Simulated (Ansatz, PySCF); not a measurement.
V, quartet. Base run: BHANDHLYP/cc-pVDZ (PySCF).

Geometry (Å):
```xyz
1

V      0.0000     0.0000     0.0000
```
Charge 0, spin multiplicity 4.
Orbitals are unrestricted.
All else is at PySCF's defaults.

The same geometry, method and basis name were run in Ansatz (a quantum-chemistry and plane-wave program) and PySCF, at each program's defaults and at the settings that a row names. The base is PySCF at its defaults. Differences at the defaults can come from grids, fitting, cores and function types together. The rows with settings made alike still differ; the cause (another SCF solution, basis table, core potential or functional code) wasn't traced.

| code and settings | ΔE vs base (mEh) | basis functions | E (Eh) | SCF cycles |
|---|---|---|---|---|
| PySCF, defaults (exact integrals, its default grid, spherical functions) | 0.000 | 43 | -943.88820 | 34 |
| Ansatz, defaults (factorised integrals, its default grid, spherical functions) | -11.259 | 43 | -943.89946 | - |
| PySCF, density fitting with def2-universal-jkfit | -11.269 | 43 | -943.89947 | 45 |
| PySCF, fine grid | -0.009 | 43 | -943.88821 | 17 |
| Ansatz, high accuracy | -11.260 | 43 | -943.89946 | - |

Open shells are given as the SCF converged; they aren't shown to be the lowest states, and a large step between rows can be another state.
